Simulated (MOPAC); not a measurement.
MOPAC input (PM6):

```
PM6 FORCE THERMO(298,298) PRECISE LET CHARGE=-1 GEO-OK AUX(PRECISION=9) THREADS=1
HGe2

Ge    0.00000000 1   -0.00000000 1   -1.12142384 1
Ge   -0.00000000 1    0.00000000 1    1.05085132 1
H     0.00000000 1   -0.00000000 1    2.52191254 1
```

From the output:

```
     H    3   0.197080   3.312215   3.504336

          HEAT OF FORMATION =      49.689761 KCALS/MOLE

          ZERO POINT ENERGY       4.865 KCAL/MOL

           NORMAL COORDINATE ANALYSIS (Total motion = 1 Angstrom)

   Root No.       1         2         3         4

                 1 Pi      1 Pi      1 Sig     2 Sig

                 270.8     270.8     417.4    2444.4

   x Ge    1    0.0000    0.0000    0.3458   -0.0006
   y Ge    1    0.0091    0.0000   -0.0000    0.0000
   z Ge    1   -0.0000    0.0091   -0.0000    0.0000
   x Ge    2   -0.0000   -0.0000   -0.3414   -0.0131
   y Ge    2   -0.0226   -0.0001    0.0000   -0.0000
   z Ge    2    0.0001   -0.0226    0.0000   -0.0000
   x  H    3   -0.0000    0.0000   -0.3128    0.9863
   y  H    3    0.9683    0.0049   -0.0000    0.0000
   z  H    3   -0.0049    0.9683   -0.0000   -0.0000

           MASS-WEIGHTED COORDINATE ANALYSIS (NORMAL COORDINATES)

   Root No.       1         2         3         4

                 1 Pi      1 Pi      1 Sig     2 Sig

                 270.8     270.8     417.4    2444.4

   x Ge    1    0.0000    0.0000    0.7095   -0.0049
   y Ge    1    0.0780    0.0004   -0.0000    0.0000
   z Ge    1   -0.0004    0.0780   -0.0000    0.0000
   x Ge    2   -0.0000   -0.0000   -0.7006   -0.1122
   y Ge    2   -0.1933   -0.0010    0.0000   -0.0000
   z Ge    2    0.0010   -0.1933    0.0000   -0.0000
   x  H    3   -0.0000    0.0000   -0.0756    0.9937
   y  H    3    0.9780    0.0049   -0.0000    0.0000
   z  H    3   -0.0049    0.9780   -0.0000   -0.0000

          DESCRIPTION OF VIBRATIONS

 VIBRATION          2    1Pi         ATOM PAIR     ENERGY CONTRIBUTION    RADIAL
 FREQUENCY           270.84         Ge2 -- H 3         +99.8% ( 99.4%)      0.0%
 TRANSITION DIPOLE   1.2047         Ge1 -- Ge2          +0.2% (  4.3%)      0.0%
 TRAVEL (Ang.)       0.4925
 REDUCED MASS        1.0262
 EFFECTIVE MASS      1.7633
 FORCE CONSTANT      0.0444

 VIBRATION          3    1Sig        ATOM PAIR     ENERGY CONTRIBUTION    RADIAL
 FREQUENCY           417.36         Ge1 -- Ge2         +82.7% (108.7%)    100.0%
 TRANSITION DIPOLE   3.9180         Ge2 -- H 3         +17.3% ( 49.7%)    100.0%
 TRAVEL (Ang.)       0.0671
 REDUCED MASS       35.8868
 EFFECTIVE MASS     82.8022
 FORCE CONSTANT      3.6831

 VIBRATION          4    2Sig        ATOM PAIR     ENERGY CONTRIBUTION    RADIAL
 FREQUENCY          2444.35         Ge2 -- H 3        +100.0% (100.0%)    100.0%
 TRANSITION DIPOLE   0.6498
 TRAVEL (Ang.)       0.1666
 REDUCED MASS        0.9941
 EFFECTIVE MASS      1.2166
 FORCE CONSTANT      3.4997

      SYMMETRY NUMBER FOR POINT-GROUP C*v =  1

          SYSTEM IS A GROUND STATE

 HGe2

          MOLECULE IS LINEAR

          THERE ARE  4 GENUINE VIBRATIONS IN THIS SYSTEM
          THIS THERMODYNAMICS CALCULATION IS LIMITED TO
          MOLECULES WHICH HAVE NO INTERNAL ROTATIONS

                    CALCULATED THERMODYNAMIC PROPERTIES
                                          *
   TEMP. (K)   PARTITION FUNCTION   H.O.F.    ENTHALPY  HEAT CAPACITY ENTROPY
                                   KCAL/MOL   CAL/MOLE    CAL/K/MOL  CAL/K/MOL

 298.00  VIB.     0.2168D+01                   757.7482     4.8875     4.0804
         ROT.     0.2185D+04                   592.1869     1.9872    17.2673
         INT.     0.4736D+04                  1349.9351     6.8747    21.3477
         TRA.     0.1709D+28                  1480.4672     4.9680    40.8477
         TOT.                       49.690    2830.4023    11.8427    62.1953

   *: NOTE: HEATS OF FORMATION ARE RELATIVE TO THE
            ELEMENTS IN THEIR STANDARD STATE AT 298K
              (=  Standard Enthalpy of Formation).

            Hvib:  Zero-point energy is not included.
                   frequencies of less than zero cm-1 are not included.
            Hrot = (3/2)RT
            Htra = (3/2)RT + pV = (5/2)RT

            Heat capacity is Cp, not Cv

          For more information, see: HTTP://OpenMOPAC.net/Manual/thermochemistry.html

           FORCE CONSTANT IN CARTESIAN COORDINATES (Millidynes/A)

    ATOM   CHEMICAL       X               Y               Z
   NUMBER   SYMBOL  FORCE CONSTANT  FORCE CONSTANT  FORCE CONSTANT

      1      Ge        3.756566        0.019396        0.019396
      2      Ge        6.874161        0.116351        0.116351
      3       H        3.503933        0.041706        0.041706

 **********************
 *                    *
 * JOB ENDED NORMALLY *
 *                    *
 **********************

 == MOPAC DONE ==
```

The dipole moment of an ion depends on the origin.
